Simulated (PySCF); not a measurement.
AlBr3, SMILES [Br][Al]([Br])[Br] (connectivity only; charge and spin as stated), charge +1, multiplicity 2.

The structure is a stationary point at B3LYP-D3(BJ)/def2-SVP. The multiplicity is an assumed one; no other spin state was optimised. The isomer is the one that the SMILES or the coordinates give; other isomers of the formula were not compared.

Method: C-PCM-M06-2X/def2-SVP (PySCF).

The values are the electrostatic part of the solvation free energy, E(continuum) − E(gas) at the gas-phase geometry, in a cavity of scaled van der Waals radii (PySCF's table); cavitation and dispersion terms are not included. A continuum can't describe solvent molecules that bind to the metal.

```tsv
solvent	ε	ΔG(elec) (kcal/mol)
water	78.36	-58.9
toluene	2.37	-34.1
acetone	20.49	-56.7
```
